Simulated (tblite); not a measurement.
Parent: `[CH3:1]/[C:2](=[CH:3]\[F:4])[SiH:5]1[S:6][CH2:7][CH2:8][S:9]1` with C1–C2–Si5–S6 180°, C2–Si5–S6–C7 -139°, Si5–S6–C7–C8 47°, S6–C7–C8–S9 -60°, C7–C8–S9–Si5 37°, C5H9FS2Si.

Structures optimised with GFN2-xTB, isolated species. One conformer each, not checked by frequencies here.

| coordinate of the parent | value |
| --- | --- |
| C1–C2 | 1.496 Å |
| C2=C3 | 1.326 Å |
| C3–F4 | 1.344 Å |
| C2–Si5 | 1.873 Å |
| Si5–S6 | 2.146 Å |
| S6–C7 | 1.825 Å |
| C7–C8 | 1.510 Å |
| C8–S9 | 1.829 Å |
| Si5–S9 | 2.152 Å |
| C1–C2–C3 | 122.6° |
| C1–C2–Si5 | 116.5° |
| C3–C2–Si5 | 120.9° |
| C2–C3–F4 | 122.6° |
| C2–Si5–S6 | 111.7° |
| C2–Si5–S9 | 113.5° |
| S6–Si5–S9 | 100.5° |
| Si5–S6–C7 | 94.2° |
| S6–C7–C8 | 110.8° |
| C7–C8–S9 | 111.4° |
| Si5–S9–C8 | 95.8° |

Problem. How does the shared frame change in `[F:1]/[CH:2]=[C:3](/[SiH3:4])[SiH:5]1[S:6][CH2:7][CH2:8][S:9]1` with C2–C3–Si5–S6 -52°, C3–Si5–S6–C7 105°, Si5–S6–C7–C8 44°, S6–C7–C8–S9 -61°, C7–C8–S9–Si5 41°, C4H9FS2Si2? Atoms pair as C2 = C3, C3 = C2, F4 = F1, Si5 = Si5, S6 = S9, C7 = C8, C8 = C7, S9 = S6 (parent first).

Solution. 
```
   parent   relative  value in the relative  change
    C2=C3      C3=C2                1.323 Å  -0.003
    C3–F4      C2–F1                1.347 Å  +0.003
   C2–Si5     C3–Si5                1.883 Å  +0.010
   Si5–S6     Si5–S9                2.149 Å  +0.003
    S6–C7      S9–C8                1.826 Å  +0.001
    C7–C8      C8–C7                1.510 Å   0.000
    C8–S9      C7–S6                1.826 Å  -0.003
   Si5–S9     Si5–S6                2.148 Å  -0.004
C3–C2–Si5  C2–C3–Si5                 120.9°     0.0
 C2–C3–F4   C3–C2–F1                 122.6°     0.0
C2–Si5–S6  C3–Si5–S9                 111.1°    -0.6
C2–Si5–S9  C3–Si5–S6                 115.0°    +1.5
S6–Si5–S9  S9–Si5–S6                 100.7°    +0.2
Si5–S6–C7  Si5–S9–C8                  95.3°    +1.1
 S6–C7–C8   S9–C8–C7                 111.2°    +0.4
 C7–C8–S9   C8–C7–S6                 110.8°    -0.6
Si5–S9–C8  Si5–S6–C7                  94.7°    -1.1
```

Of the parent's bonds, C2–Si5 changes most (+0.010 Å). Bonds of the relative outside the shared frame: C3–Si4 1.884 Å. Point group C1 → C1.

All values are computed, not measured.
